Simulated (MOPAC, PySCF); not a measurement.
[Ti(F)3(OH)], neutral singlet in the gas phase. 

Z-matrix (Å, degrees):
```
Ti
F 1 1.7526
F 1 1.7538 2 110.59
F 1 1.7541 2 110.52 3 -119.01
O 1 1.7738 2 108.84 4 -120.50
H 5 0.9730 1 136.08 2 -177.50
```
Charge 0, spin multiplicity 1.

All levels are single points at this geometry (PBE-D3(BJ)/def2-SVP); Pople sets use spherical d functions. Orbital energies aren't observables, and empty levels follow the basis.

M06-2X/6-31G* (LANL2DZ on Ti) in PySCF gives HOMO (eV) = -12.17.

**Question.** Estimate the HOMO (eV) from each of these levels: PBE-D3(BJ)/def2-TZVP in PySCF; TPSSh-D3(BJ)/def2-TZVP in PySCF; BP86/6-31G* (LANL2DZ on Ti) in PySCF; SVWN5/6-31G* (LANL2DZ on Ti) in PySCF; PM6 in MOPAC.

**Answer.** 
```tsv
level	HOMO (eV)
PBE-D3(BJ)/def2-TZVP in PySCF	-8.76
TPSSh-D3(BJ)/def2-TZVP in PySCF	-9.56
BP86/6-31G* (LANL2DZ on Ti) in PySCF	-8.59
SVWN5/6-31G* (LANL2DZ on Ti) in PySCF	-8.69
PM6 in MOPAC	-13.75
```
